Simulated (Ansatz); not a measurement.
A made-up structure of SnNH2Te (charge +1), singlet:

```tsv
atom	x (Å)	y (Å)	z (Å)
N1	-0.3980	-0.5714	-0.0598
Sn2	0.8542	0.9342	-1.0600
Te3	0.7003	-1.6728	1.0362
H4	-1.4000	-0.7649	-0.0627
H5	1.2372	-3.0644	1.8308
```

It is relaxed with PBE-D4/def2-SVP and then PBE0-D4/def2-TZVP (Ansatz 0.2.0). Atoms count as bonded within 1.22 times the sum of their covalent radii (H–H: 0.88 Å). The end point is not checked to be a true minimum.

Task: Does its bonding change? (A judgement: the text doesn't fix the answer.)

Result: Computed: No: no bond forms or breaks.

Where it ends: The first stage lowers the energy by 3.28 eV in 11 steps. It ends as SnNH₂Te ([NH]1[Sn][TeH]1), total charge +1:
```xyz
5
angstrom
N -0.4484 -0.6436 0.0147
Sn 1.0511 0.2914 -0.9088
Te 0.6633 -1.2068 1.6101
H -1.4276 -0.8960 -0.0354
H 1.1553 -2.6844 1.0041
```

Labels in which every atom is bracketed show which atoms are joined, not bond orders.

For scale, one of the runs: PBE0-D4/def2-TZVP relaxation, 143 basis functions, launched by `ansatz run in.yaml --threads 2 --pin off --events-out ev --progress --plain --max-ram 4352MiB`. Hardware: 2 CPU threads of an Arm Neoverse V2, shared host. Wall time about 35 s.
